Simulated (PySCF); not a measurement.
benzoquinone (C6H4O2), SMILES C1C(C=CC(=O)C=1)=O.

Coordinates come from a PBE0-D3(BJ)/def2-SVP optimisation.

Calculation: PySCF 2.14.0 with PBE0-D3(BJ)/def2-SVP.

Frequencies are harmonic and unscaled.

Task: List the normal modes with their intensities. (An estimate is asked for; the answer gives what the named calculation found.)

Result: 
| mode | ν (cm⁻¹) | IR (km/mol) | moving atoms (share of kinetic energy) |
|---|---|---|---|
| 1 | 97 | 12.2 | O 63 %, C 33 % |
| 2 | 235 | 0.0 | C 66 %, O 21 %, H 12 % |
| 3 | 343 | 0.0 | C 76 %, H 24 % |
| 4 | 420 | 25.8 | O 68 %, C 29 % |
| 5 | 453 | 0.0 | C 65 %, O 21 %, H 14 % |
| 6 | 457 | 0.0 | O 51 %, C 47 % |
| 7 | 521 | 3.1 | H 49 %, C 46 % |
| 8 | 611 | 0.0 | C 70 %, O 21 %, H 9 % |
| 9 | 761 | 0.0 | H 80 %, C 20 % |
| 10 | 769 | 1.3 | C 50 %, O 29 %, H 21 % |
| 11 | 795 | 0.0 | C 84 %, O 9 % |
| 12 | 813 | 0.0 | C 88 % |
| 13 | 917 | 78.3 | C 54 %, H 43 % |
| 14 | 945 | 15.9 | C 74 %, H 24 % |
| 15 | 1033 | 0.0 | H 76 %, C 24 % |
| 16 | 1037 | 0.0 | H 78 %, C 22 % |
| 17 | 1076 | 44.2 | H 77 %, C 23 % |
| 18 | 1143 | 0.0 | H 95 % |
| 19 | 1232 | 0.0 | H 55 %, C 44 % |
| 20 | 1335 | 89.9 | C 77 %, H 21 % |
| 21 | 1369 | 10.0 | H 59 %, C 38 % |
| 22 | 1411 | 0.0 | C 75 %, H 25 % |
| 23 | 1693 | 21.4 | C 95 % |
| 24 | 1726 | 0.0 | C 87 %, O 9 % |
| 25 | 1817 | 0.0 | C 68 %, O 30 % |
| 26 | 1819 | 370.9 | C 63 %, O 35 % |
| 27 | 3215 | 0.4 | H 92 %, C 8 % |
| 28 | 3216 | 0.0 | H 92 %, C 8 % |
| 29 | 3232 | 0.5 | H 91 %, C 9 % |
| 30 | 3234 | 0.0 | H 91 %, C 9 % |
